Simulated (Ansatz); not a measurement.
`CC(F)(Cl)I` + HCl → `CC(F)(Cl)Cl` + HI at 500 K and 1 bar (substitution at a C–I bond).

Gas-phase electronic energies from Ansatz, PBE0-D4/def2-TZVP geometries. CCSD(T)/CBS is the MP2 limit (def2-TZVPP, def2-QZVPP) plus CCSD(T) − MP2 in def2-TZVPP, frozen cores. This one scheme is used for every species. def2 core potentials past Kr. For I outer-core shells are correlated without core-valence functions, which leaves a few kJ/mol of doubt a bond.

| species | CCSD(T)/CBS energy (Eh) | H − E (kJ/mol) | S (J/(mol·K)) |
| --- | --- | --- | --- |
| `CC(F)(Cl)I` | -934.91265 | 165.0 | 391.5 |
| HCl | -460.38127 | 32.5 | 201.9 |
| `CC(F)(Cl)Cl` | -1097.25476 | 166.2 | 369.6 |
| HI | -298.03592 | 28.6 | 221.6 |

H − E and S are ideal-gas, rigid-rotor, harmonic terms from PBE0-D4/def2-TZVP, for one conformer and one mirror image of each species. 1 Eh = 2625.50 kJ/mol, R = 8.31446 J/(mol·K).

By hand: ΔE, ΔH, ΔS and ΔG.

ΔE = (-1097.25476) + (-298.03592) − (-934.91265) − (-460.38127) = 0.00324 Eh = 8.5 kJ/mol. Δ(H − E) = 166.2 + 28.6 − 165.0 − 32.5 = -2.7, so ΔH = 5.8 kJ/mol. ΔS = 369.6 + 221.6 − 391.5 − 201.9 = -2.2 J/(mol·K). ΔG = 5.8 − 500 × (-2.2)/1000 = 6.9 kJ/mol.

By hand: the equilibrium constant, and the temperature at which ΔG would vanish if ΔH and ΔS stayed fixed.

log₁₀ K = −ΔG/(RT ln 10) = -0.7. ΔH and −TΔS have one sign here, so there is no such temperature. One of them is within its doubt of zero, so this could turn.

The number of gas molecules stays the same, so ΔS is small and ΔH decides. A doubt of 5 kJ/mol in ΔE shifts log₁₀ K by 0.5 here. Other conformers and mirror images would add mixing entropy, several J/(mol·K) or more a flexible species. These are equilibria of isolated gas molecules and say nothing of rates. Largest T1 diagnostic: 0.010 (customary marks: 0.02 for closed shells, 0.045 for open ones).
